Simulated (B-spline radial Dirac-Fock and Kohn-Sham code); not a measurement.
Ho²⁺ 4s: cross section and angular parameters

System: Ho²⁺ in the configuration [Xe] 4f11; threshold 435.2 eV (orbital energy of the model). These are calculated numbers from a B-spline atomic structure program; the model is Dirac-Hartree-Slater photoionisation with a Latter tail; cross sections with all multipoles, angular parameters from the dipole term and its interference with E2.

Input of the calculation (task.json; shells as n, l, electrons):

```json
{"items": [{
  "Z": 67,
  "q": 2,
  "cfg": [[1, 0, 2], [2, 0, 2], [2, 1, 6], [3, 0, 2], [3, 1, 6], [3, 2, 10], [4, 0, 2], [4, 1, 6], [4, 2, 10], [4, 3, 11], [5, 0, 2], [5, 1, 6]],
  "A": 165,
  "rrms": 5.2022,
  "do": "xps",
  "hv": [60, 76.8, 312.0, 333.0, 354.0, 716.0, 719.0, 800, 1100.0, 1130.0, 1180.0, 1253.6, 1360.0, 1460.0, 1486.9, 1540.0, 1550.0, 1610.0, 1650.0, 2620.0, 2770.0, 2860.0, 4420.0, 4430.0, 5414.7, 5430.0, 6000, 6290.0, 8047.8, 15000]
}]}
```

Run with: `python xray2_run.py task.json out`

For linearly polarised light dσ/dΩ = σ/(4π) [1 + β P₂(cos θ) + (δ + γ cos²θ) sin θ cos φ], with θ from the polarisation vector and φ the angle between the beam and the projection of the electron momentum on the plane normal to the polarisation.

```tsv
hν (eV)	σ (kb)	β	γ
716	57.8	1.912	0.546
719	57.6	1.913	0.546
800	50.9	1.921	0.538
1100	33.8	1.938	0.475
1130	32.6	1.939	0.468
1180	30.7	1.941	0.456
1253.6	28.2	1.944	0.437
1360	25.1	1.946	0.410
1460	22.6	1.948	0.385
1486.9	22.0	1.949	0.378
1540	20.8	1.950	0.364
1550	20.6	1.950	0.362
1610	19.4	1.951	0.346
1650	?	?	?
2620	8.80	1.961	0.127
2770	8.00	1.962	0.101
2860	7.58	1.962	0.087
4420	3.47	1.967	-0.083
4430	3.46	1.967	-0.084
5414.7	2.38	1.969	-0.130
5430	2.37	1.969	-0.130
6000	1.96	1.969	-0.141
6290	1.79	1.970	-0.143
8047.8	1.11	1.971	-0.113
15000	0.313	1.972	0.307
```

Question: Give the values at 1650 eV.

Answer: σ = 18.7 kb, β = 1.952, γ = 0.336. For an s subshell δ is negligible.
